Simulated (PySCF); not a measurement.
C$_{5}$H$_{12}$O$_{3}$Si, charge -1, doublet, geometry from GFN2-xTB (a state made from the parent by changing its charge; the spin is typed, not shown lowest) (in this run its highest filled SCF level lies above zero, so its values depend strongly on the basis, on diffuse functions most of all); DF-SVWN5/6-31G** (PySCF).

PySCF was given this input:
```python
from pyscf import gto, scf, dft

mol = gto.M(
    atom='''
C    -0.04504038   -2.31190742   -1.59540500
C     0.22790694   -0.91931420   -1.53625136
Si    0.04080792    0.16902932   -0.09732877
O     0.18926883    1.79141942   -0.45205088
C     1.44055666    2.33595593   -0.65442950
O     1.06600412    0.07228515    1.26048838
C     1.07929904   -1.07036143    2.03851065
O    -1.40314014    0.02792947    0.74764931
C    -2.58885233   -0.29182673    0.11591442
H    -0.57921131   -2.79511640   -0.78860213
H    -0.04878099   -2.83075254   -2.54473373
H     0.70422501   -0.51214466   -2.42672374
H     1.35138235    3.42845115   -0.68097074
H     2.12964219    2.04950654    0.14512242
H     1.86742974    1.99481581   -1.60617568
H     1.38174196   -1.94344364    1.44647109
H     0.08590221   -1.27620416    2.45319170
H     1.79099746   -0.92992504    2.86104614
H    -3.03449097    0.58918547   -0.36452225
H    -3.29222912   -0.67756512    0.86403748
H    -2.42820114   -1.05156685   -0.65426728
''',
    basis='6-31g**',
    charge=-1,
    spin=1,
    verbose=4,
)

mf = dft.UKS(mol)
mf.xc = 'lda,vwn'
mf = mf.density_fit(auxbasis='def2-universal-jkfit')
mf.kernel()
mf.analyze()
```

Task: Predict the main parts of the log of this PySCF run.

Result: 
```
PySCF version 2.14.0

[INPUT] verbose = 4
[INPUT] num. atoms = 21
[INPUT] num. electrons = 81
[INPUT] charge = -1
[INPUT] spin (= nelec alpha-beta = 2S) = 1
[INPUT] symmetry False subgroup None
[INPUT] Mole.unit = angstrom
[INPUT] Symbol           X                Y                Z      unit          X                Y                Z       unit  Magmom
[...]
nuclear repulsion = 593.239865295616
number of shells = 92
number of NR pGTOs = 351
number of NR cGTOs = 190
basis = 6-31g**
ecp = {}

******** <class 'pyscf.df.df_jk.DFUKS'> ********
method = DFUKS
initial guess = minao
damping factor = 0
level_shift factor = 0
DIIS = <class 'pyscf.scf.diis.CDIIS'>
diis_start_cycle = 1
diis_space = 8
diis_damp = 0
SCF conv_tol = 1e-09
SCF conv_tol_grad = None
SCF max_cycles = 50
direct_scf = False
number electrons alpha = 41  beta = 40
XC library pyscf.dft.libxc version 7.1.2
    S. Lehtola, C. Steigemann, M. J. T. Oliveira, and M. A. L. Marques,  SoftwareX 7, 1–5 (2018)
XC functionals = lda,vwn
    P. A. M. Dirac,  Math. Proc. Cambridge Philos. Soc. 26, 376 (1930)
    F. Bloch,  Z. Phys. 57, 545 (1929)
    S. H. Vosko, L. Wilk, and M. Nusair,  Can. J. Phys. 58, 1200 (1980)
radial grids:
    Treutler-Ahlrichs [JCP 102, 346 (1995); DOI:10.1063/1.469408] (M4) radial grids

becke partition: Becke, JCP 88, 2547 (1988); DOI:10.1063/1.454033
pruning grids: <function nwchem_prune>
grids dens level: 3
symmetrized grids: False
atomic radii adjust function: <function treutler_atomic_radii_adjust>
small_rho_cutoff = 0
Set gradient conv threshold to 3.16228e-05
tot grids = 249712
init E= -709.001193636212

cycle= 1 E= -707.902175296191  delta_E=  1.1  |g|= 0.939  |ddm|= 3.05
cycle= 2 E= -706.630778850223  delta_E= 1.27  |g|= 1.88  |ddm|= 7.76
cycle= 3 E= -708.287403934234  delta_E= -1.66  |g|= 0.195  |ddm|=  7.4
cycle= 4 E= -708.302149494952  delta_E= -0.0147  |g|= 0.101  |ddm|= 0.285
cycle= 5 E= -708.306433165358  delta_E= -0.00428  |g|= 0.0409  |ddm|= 0.165
cycle= 6 E= -708.307191682919  delta_E= -0.000759  |g|= 0.0162  |ddm|= 0.0746
cycle= 7 E= -708.30732599289  delta_E= -0.000134  |g|= 0.00132  |ddm|= 0.0197
cycle= 8 E= -708.307326105547  delta_E= -1.13e-07  |g|= 0.00142  |ddm|= 0.0047
cycle= 9 E= -708.307327110505  delta_E= -1e-06  |g|= 0.000411  |ddm|= 0.00256
cycle= 10 E= -708.307327194431  delta_E= -8.39e-08  |g|= 0.000116  |ddm|= 0.000722
cycle= 11 E= -708.307327201216  delta_E= -6.78e-09  |g|= 5.96e-05  |ddm|= 0.000227
cycle= 12 E= -708.307327201987  delta_E= -7.71e-10  |g|= 4.49e-05  |ddm|= 8.86e-05
cycle= 13 E= -708.307327202768  delta_E= -7.81e-10  |g|= 1.27e-05  |ddm|= 5.89e-05
Extra cycle  E= -708.307327202607  delta_E= 1.61e-10  |g|= 2.28e-05  |ddm|= 3.63e-05
converged SCF energy = -708.307327202607  <S^2> = 0.75117849  2S+1 = 2.0011781
**** SCF Summaries ****
Total Energy =                        -708.307327202607439
Nuclear Repulsion Energy =             593.239865295616482
One-electron Energy =                -2171.440753275075622
Two-electron Energy =                  869.893560776851814
Two-electron Coulomb Energy =          943.893165963157116
DFT Exchange-Correlation Energy =      -73.999605186305345
**** MO energy ****
                             alpha | beta                alpha | beta
[...]
To work with the spin densities directly, `use mulliken_meta_spin()` only printing them here.

 ** Mulliken spin pop alpha/beta on meta-lowdin orthogonal AOs **
 ** Mulliken Spin Density (per AO)  **
spin_pop of  0 C 1s       -0.00001
spin_pop of  0 C 2s        0.02418
spin_pop of  0 C 3s        0.00024
spin_pop of  0 C 2px       0.42250
spin_pop of  0 C 2py       0.06144
spin_pop of  0 C 2pz       0.05008
spin_pop of  0 C 3px       0.01115
spin_pop of  0 C 3py       0.00208
spin_pop of  0 C 3pz       0.00072
spin_pop of  0 C 3dxy      0.00005
spin_pop of  0 C 3dyz      0.00006
spin_pop of  0 C 3dz^2    -0.00006
spin_pop of  0 C 3dxz     -0.00005
spin_pop of  0 C 3dx2-y2   -0.00004
spin_pop of  1 C 1s       -0.00000
[...]
spin_pop of  12 H 2px      -0.00000
spin_pop of  12 H 2py      -0.00000
spin_pop of  12 H 2pz       0.00000
spin_pop of  13 H 1s        0.00098
spin_pop of  13 H 2s        0.00014
spin_pop of  13 H 2px       0.00000
spin_pop of  13 H 2py       0.00001
spin_pop of  13 H 2pz      -0.00000
spin_pop of  14 H 1s       -0.00023
spin_pop of  14 H 2s        0.00044
spin_pop of  14 H 2px       0.00000
spin_pop of  14 H 2py       0.00002
spin_pop of  14 H 2pz       0.00000
spin_pop of  15 H 1s        0.00008
spin_pop of  15 H 2s       -0.00009
spin_pop of  15 H 2px       0.00000
spin_pop of  15 H 2py       0.00001
spin_pop of  15 H 2pz      -0.00000
spin_pop of  16 H 1s        0.00086
spin_pop of  16 H 2s        0.00027
spin_pop of  16 H 2px      -0.00000
spin_pop of  16 H 2py       0.00001
spin_pop of  16 H 2pz       0.00000
spin_pop of  17 H 1s        0.00016
spin_pop of  17 H 2s        0.00003
spin_pop of  17 H 2px      -0.00000
spin_pop of  17 H 2py       0.00001
spin_pop of  17 H 2pz      -0.00000
spin_pop of  18 H 1s        0.00021
spin_pop of  18 H 2s        0.00014
spin_pop of  18 H 2px       0.00001
spin_pop of  18 H 2py       0.00000
spin_pop of  18 H 2pz       0.00001
spin_pop of  19 H 1s        0.00094
spin_pop of  19 H 2s        0.00029
spin_pop of  19 H 2px       0.00001
spin_pop of  19 H 2py      -0.00000
spin_pop of  19 H 2pz      -0.00000
spin_pop of  20 H 1s        0.00095
spin_pop of  20 H 2s        0.00041
spin_pop of  20 H 2px       0.00001
spin_pop of  20 H 2py       0.00003
spin_pop of  20 H 2pz       0.00000
 ** Mulliken Spin Density (per atom)  **
spin density of  0 C =      0.57236
spin density of  1 C =      0.21689
spin density of  2 Si =      0.16961
spin density of  3 O =      0.00553
spin density of  4 C =      0.00379
spin density of  5 O =      0.03017
spin density of  6 C =      0.00071
spin density of  7 O =      0.01833
spin density of  8 C =      0.00153
spin density of  9 H =     -0.01263
spin density of  10 H =     -0.01139
spin density of  11 H =     -0.00451
spin density of  12 H =      0.00387
spin density of  13 H =      0.00113
spin density of  14 H =      0.00024
spin density of  15 H =     -0.00000
spin density of  16 H =      0.00115
spin density of  17 H =      0.00020
spin density of  18 H =      0.00037
spin density of  19 H =      0.00124
spin density of  20 H =      0.00141
 ** Mulliken pop alpha/beta on meta-lowdin orthogonal AOs **
 ** Mulliken pop       alpha | beta **
In total            41.00000 | 40.00000
 ** Mulliken atomic charges   ( Nelec_alpha | Nelec_beta ) **
charge of  0C =     -0.46456  (     3.51846      2.94610 )
charge of  1C =     -0.54590  (     3.38140      3.16450 )
charge of  2Si =      1.11615  (     6.52673      6.35712 )
charge of  3O =     -0.57373  (     4.28963      4.28410 )
charge of  4C =     -0.14688  (     3.07534      3.07155 )
charge of  5O =     -0.59401  (     4.31209      4.28192 )
charge of  6C =     -0.14759  (     3.07415      3.07344 )
charge of  7O =     -0.57831  (     4.29832      4.27999 )
charge of  8C =     -0.14941  (     3.07547      3.07394 )
charge of  9H =      0.06915  (     0.45911      0.47174 )
charge of  10H =      0.06817  (     0.46022      0.47161 )
charge of  11H =      0.08906  (     0.45321      0.45772 )
charge of  12H =      0.09044  (     0.45671      0.45284 )
charge of  13H =      0.10378  (     0.44868      0.44754 )
charge of  14H =      0.09031  (     0.45497      0.45473 )
charge of  15H =      0.09925  (     0.45037      0.45038 )
charge of  16H =      0.09376  (     0.45369      0.45255 )
charge of  17H =      0.09055  (     0.45482      0.45463 )
charge of  18H =      0.08865  (     0.45586      0.45549 )
charge of  19H =      0.08758  (     0.45683      0.45559 )
charge of  20H =      0.11355  (     0.44393      0.44252 )

WARN: System has nonzero charge -1; the dipole moment is origin-dependent.
Location of origin: [0. 0. 0.]

Dipole moment(X, Y, Z, Debye): -0.02772,  1.94508,  2.00443
```
